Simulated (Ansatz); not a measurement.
Ansatz (an electronic-structure program) input (SVWN5/def2-TZVPD):

Ansatz 0.2 input:
```yaml
crystal:
  periodic: [false, false, false]
  atoms:
    - {symbol: C, position_ang: [-2.08019445, 1.87023327, 0.24009911]}
    - {symbol: O, position_ang: [-0.67109939, 1.79571587, 0.45084263]}
    - {symbol: Ge, position_ang: [0.20966773, 0.29414767, 0.18715536]}
    - {symbol: Br, position_ang: [-0.47106701, -1.34619006, 1.64180967]}
    - {symbol: Br, position_ang: [-0.12038387, -0.38886685, -2.00528361]}
    - {symbol: O, position_ang: [1.90416196, 0.60858909, 0.50569901]}
    - {symbol: C, position_ang: [2.59559863, 1.59840763, -0.26311583]}
    - {symbol: H, position_ang: [-2.34181493, 1.62942341, -0.79339396]}
    - {symbol: H, position_ang: [-2.37786408, 2.89640117, 0.45204269]}
    - {symbol: H, position_ang: [-2.61780943, 1.19785152, 0.91371064]}
    - {symbol: H, position_ang: [2.59847572, 1.34460939, -1.32619311]}
    - {symbol: H, position_ang: [2.15124547, 2.58671075, -0.12780485]}
    - {symbol: H, position_ang: [3.62225569, 1.61298503, 0.10002187]}
basis:
  gaussian:
    orbitals: def2-TZVPD
hamiltonian:
  xc: {name: SVWN5}
total_charge: -1
magnetization: {spin_polarized: true, initial_magnetization: 1}
```

Output:

```
Functional definition: SVWN5
integrals: 0.76 GiB planned
2235 factors; their error is unknown
0.26 GiB of the device are held for the grids
4.54 GiB of device memory are held for the factors and their scratch space
mean field: 3.72 GiB planned
mean field evaluation 1: about -202544.6349 eV, gradient 5.5e1 eV
mean field evaluation 2: about -202493.3720 eV, gradient 1.3e2 eV
mean field evaluation 4: about -202555.4972 eV, gradient 1.1e1 eV
mean field evaluation 8: about -202555.9126 eV, gradient 3.5e-1 eV
mean field evaluation 16: about -202555.8662 eV, gradient 2.0e-3 eV
mean field evaluation 32: about -202554.8470 eV, gradient 6.8e0 eV
mean field -202555.86623629 eV, -7443.7907868862 hartree, gradient 7.1e-6 eV, S^2 0.750330; 6 other end points of the search recorded, 0 dependent functions left out
reference -202555.86629141 eV, -7443.7907889119 hartree; 69, 68 occupied and 307, 308 virtual orbitals, 2235 factors
Total energy: -202555.86629141 eV, -7443.7907889119 hartree
```

This state (charge -1, doublet) is run at the relaxed geometry of the species with charge 0 and multiplicity 1.
